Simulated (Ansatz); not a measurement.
Cost and result for the atomization energy of `C[O][GeH2][Br]` (9 atoms, 8 bonds).

```xyz
9

C    -0.6958   -1.2549   -0.0848
O     0.3386   -0.5345    0.5479
Ge    0.5947    1.1410    0.0391
Br    2.3250    1.8876    1.3358
H    -1.6800   -0.7956    0.0761
H    -0.5314   -1.3540   -1.1659
H    -0.7147   -2.2569    0.3482
H     1.0204    1.1862   -1.4372
H    -0.6567    1.9812    0.3408
```

The species carries charge 0 and has multiplicity 1. Correlated methods include outer-core shells of Br, Ge, which these sets cover unevenly. Scalar relativity is left out up to krypton. Geometry: relaxed with PBE0-D4/def2-TZVP. It is one conformer, not always the lowest. Program: Ansatz. All runs use 4 threads of an AMD EPYC 7B13 on a shared host. Times are those of one run each, without the atoms' runs, and a repeat can differ threefold. Electronic energies, without spin–orbit coupling; frozen cores. CCSD(T)/CBS adds CCSD(T) − MP2 in def2-TZVPP to the MP2 limit, and its time is that of the two runs behind it. T1 = 0.010. With those shells the extrapolation isn't a true limit. B3LYP takes the VWN-RPA correlation (the form of Gaussian; ORCA's B3LYP/G). HSE06 is the plane-wave form, built on full-range PBE exchange.

CCSD(T)/CBS is a level of theory with its own doubt, some kJ/mol a heavy atom from the limit and from the frozen cores, so smaller differences don't rank the functionals.

| level | functions | wall time | atomization (kcal/mol) | difference from CCSD(T)/CBS | per bond |
| --- | --- | --- | --- | --- | --- |
| revPBE-D4/def2-TZVPP | 228 | 1.9 s | 689.3 | -14.8 | -1.9 |
| BHLYP-D4/def2-TZVPP | 228 | 3.7 s | 677.4 | -26.7 | -3.3 |
| HSE06-D4/def2-TZVPP | 228 | 3.7 s | 696.7 | -7.4 | -0.9 |
| CAM-B3LYP-D4/def2-TZVPP | 228 | 3.8 s | 699.8 | -4.3 | -0.5 |
| r2SCANh-D4/def2-TZVPP | 228 | 4.7 s | 697.8 | -6.3 | -0.8 |
| B3LYP-D4/def2-TZVPP (with forces) | 228 | 4.8 s | 695.6 | -8.5 | -1.1 |
| PBE-QIDH/def2-TZVPP | 228 | 5.5 s | 695.3 | -8.8 | -1.1 |
| B97M-V/def2-TZVPP | 228 | 8 s | 703.4 | -0.7 | -0.1 |
| CCSD(T)/def2-SVP | 117 | 9.5 s | 659.1 | -45.0 | -5.6 |
| ωB97M-V/def2-TZVPP (with forces) | 228 | 10 s | 697.5 | -6.6 | -0.8 |
| MP2/def2-QZVPP | 442 | 22 s | 705.9 | 1.8 | 0.2 |
| CCSD(T)/def2-TZVPP | 228 | 2.8 min | 687.2 | -16.9 | -2.1 |
| CCSD(T)/CBS(def2) | – | 3.1 min | 704.1 | 0.0 | 0.0 |

The D4 term adds +6.8 kcal/mol with B3LYP and +3.6 kcal/mol with PBE0; it sums over pairs of atoms, weighted by their polarisabilities, and B3LYP, whose exchange is more repulsive, gets the larger term. From PBE to PBE0 (25 % exact exchange), in def2-TZVPP and without D4, the atomization energy moves by −10.6 kcal/mol: exact exchange takes away binding that semilocal exchange gives to molecules. Leaving LDA and LC-ωPBE aside and taking each functional with its dispersion term where it has one, the values, not all of them listed here, spread over 30.1 kcal/mol, from BHLYP-D4 to PBE-D4. LDA lies +99.9 kcal/mol from PBE without D4, its usual overbinding.

For some Ge, Se and Sn compounds the MP2-based and the directly extrapolated limit differ by 10 to 25 kJ/mol.
